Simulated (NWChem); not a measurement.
System: SrCl₂; SMILES [Cl][Sr][Cl]

Input file for NWChem:

```
start job
memory heap 200 mb stack 900 mb global 1100 mb
geometry units angstroms noautoz
  Sr     0.000000     0.000000     0.185545
  Cl     2.515412     0.000000    -0.517228
  Cl    -2.515412     0.000000    -0.517228
end
basis spherical
  Sr library def2-svp
  Cl library def2-svp
end
ecp
  Sr library def2-ecp
end
dft
  xc xpbe96 cpbe96
  iterations 150
  mulliken
end
task dft energy
```

Parts of the log:

```
             Northwest Computational Chemistry Package (NWChem) 7.3.0
             --------------------------------------------------------

 C2V symmetry detected

                             Geometry "geometry" -> ""
                             -------------------------

 Output coordinates in angstroms (scale by  1.889725989 to convert to a.u.)

  No.       Tag          Charge          X              Y              Z
 ---- ---------------- ---------- -------------- -------------- --------------
    1 Sr                  38.0000     0.00000000     0.00000000     0.33186503
    2 Cl                  17.0000     2.51541200     0.00000000    -0.37090797
    3 Cl                  17.0000    -2.51541200     0.00000000    -0.37090797

 Effective nuclear repulsion energy (a.u.)     292.1773672878

      Symmetry information
      --------------------

 Group name             C2v
 Group number             16
 Group order               4
 No. of unique centers     2

 Summary of "ao basis" -> "ao basis" (spherical)
 ------------------------------------------------------------------------------
       Tag                 Description            Shells   Functions and Types
 ---------------- ------------------------------  ------  ---------------------
 Sr                         def2-svp                 9       23   4s3p2d
 Cl                         def2-svp                 8       18   4s3p1d

      Symmetry analysis of basis
      --------------------------

        a1         24
        a2          7
        b1         18
        b2         10

            General Information
            -------------------
          SCF calculation type: DFT
          Wavefunction type:  closed shell.
          No. of atoms     :     3
          No. of electrons :    44
           Alpha electrons :    22
            Beta electrons :    22
          Charge           :     0
          Spin multiplicity:     1
          Use of symmetry is: on ; symmetry adaption is: on
          Maximum number of iterations: 150
          AO basis - number of functions:    59
                     number of shells:    25
          Convergence on energy requested:  1.00D-06
          Convergence on density requested:  1.00D-05
          Convergence on gradient requested:  5.00D-04

              XC Information
              --------------
          PerdewBurkeErnzerhof Exchange Functional  1.000
            Perdew 1991 LDA Correlation Functional  1.000 local
           PerdewBurkeErnz. Correlation Functional  1.000 non-local

             Grid Information
             ----------------
          Grid used for XC integration:  medium
          Radial quadrature: Mura-Knowles
          Angular quadrature: Lebedev.
          Tag              B.-S. Rad. Rad. Pts. Rad. Cut. Ang. Pts.
          ---              ---------- --------- --------- ---------
          Sr                  2.00      123          10.0       590
          Cl                  1.00       88          12.0       590
          Grid pruning is: on
          Number of quadrature shells:   211
          Spatial weights used:  Erf1

      Superposition of Atomic Density Guess
      -------------------------------------

 Sum of atomic energies:        -953.52768119

      Non-variational initial energy
      ------------------------------

 Total energy =    -949.026863
 1-e energy   =   -1517.033841
 2-e energy   =     468.718904
 HOMO         =      -0.444877
 LUMO         =      -0.113268

      Symmetry analysis of molecular orbitals - initial
      -------------------------------------------------

  Numbering of irreducible representations:

     1 a1          2 a2          3 b1          4 b2

  Orbital symmetries:

     1 a1          2 b1          3 a1          4 b1          5 a1
     6 b1          7 a2          8 b1          9 a1         10 b2
    11 a1         12 b1         13 a1         14 b2         15 a1
    16 b1         17 a1         18 b1         19 a2         20 a1
    21 b2         22 b1         23 a1         24 b2         25 a1
    26 b1         27 b2         28 a1         29 a2         30 b1
    31 a1         32 a1

     ---------------------------------------------
      Total Density - Mulliken Population Analysis
     ---------------------------------------------

    Atom       Charge   Shell Charges
 -----------   ------   -------------------------------------------------------
    1 Sr  10     8.56   0.74  1.23  0.22  0.00  5.86  0.20  0.05  0.17  0.08
    2 Cl  17    17.72   2.00  1.99  1.24  0.73  5.95  2.26  3.55  0.00
    3 Cl  17    17.72   2.00  1.99  1.24  0.73  5.95  2.26  3.55  0.00

   convergence    iter        energy       DeltaE   RMS-Dens  Diis-err
 ---------------- ----- ----------------- --------- --------- ---------
 d= 0,ls=0.0,diis     1   -950.5360628608 -1.05D+03  3.50D-02  4.87D-01
 d= 0,ls=0.0,diis     2   -950.3454035938  1.91D-01  2.40D-02  1.52D+00
 d= 0,ls=0.0,diis     3   -950.6081426360 -2.63D-01  2.87D-03  1.93D-02
 d= 0,ls=0.0,diis     4   -950.6117678326 -3.63D-03  2.65D-04  2.76D-04
 d= 0,ls=0.0,diis     5   -950.6118043235 -3.65D-05  7.59D-05  3.62D-05
  Resetting Diis
 d= 0,ls=0.0,diis     6   -950.6118095941 -5.27D-06  2.39D-05  1.49D-06
 d= 0,ls=0.0,diis     7   -950.6118099029 -3.09D-07  8.63D-06  3.98D-08

         Total DFT energy =     -950.611809902864
      One electron energy =    -1521.270002637325
           Coulomb energy =      531.934493268615
    Exchange-Corr. energy =      -60.564374756231
 Nuclear repulsion energy =       99.288074222077

 Numeric. integr. density =       43.999999865904

                  Occupations of the irreducible representations
                  ----------------------------------------------

[...]
```

Level: PBE/def2-SVP with def2 effective core potentials on Sr. The geometry was optimised at PBE0/def2-SVP. def2 effective core potentials on Sr; no spin-orbit coupling.
